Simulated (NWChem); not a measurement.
System: CH2ClNO2Si; SMILES O=C=N[Si@@H](O)Cl

```xyz
8

O      2.8538    -1.1020     1.2948
C      1.8215    -0.9050     0.7689
N      0.7578    -0.7269     0.2366
Si    -0.6602    -0.2454    -0.5805
O     -2.0008    -0.8939     0.1094
Cl    -0.7209     1.8252    -0.5311
H     -0.6388    -0.7000    -1.9739
H     -2.1944    -0.6857     1.0347
```
Atoms are numbered in this order, from 1.

Level: B3LYP/6-31G* (spherical d) (NWChem), optimised geometry, unscaled harmonic frequencies. 

```tsv
frequency (cm⁻¹)	IR intensity (km/mol)
39	0.3
55	0.1
177	45.5
239	26.8
307	71.4
330	51.1
523	72.5
605	27.0
609	31.2
628	202.8
807	86.9
835	230.5
895	360.0
949	80.0
1521	63.8
2373	136.7
2428	1407.7
3800	93.9
```

| Item | Value |
|---|---|
| zero-point energy | 24.5 kcal/mol |
| thermal correction to the enthalpy at 298.15 K (with zero-point energy) | 29.7 kcal/mol |
| heat capacity Cv | 23.3 cal/(mol K) |
| entropy at 298.15 K and 1 atm (symmetry number 1) | 88.1 cal/(mol K) |
| dipole moment | 1.38 D |

Rigid rotor and harmonic oscillator; modes under 100 cm⁻¹ make the entropy uncertain.
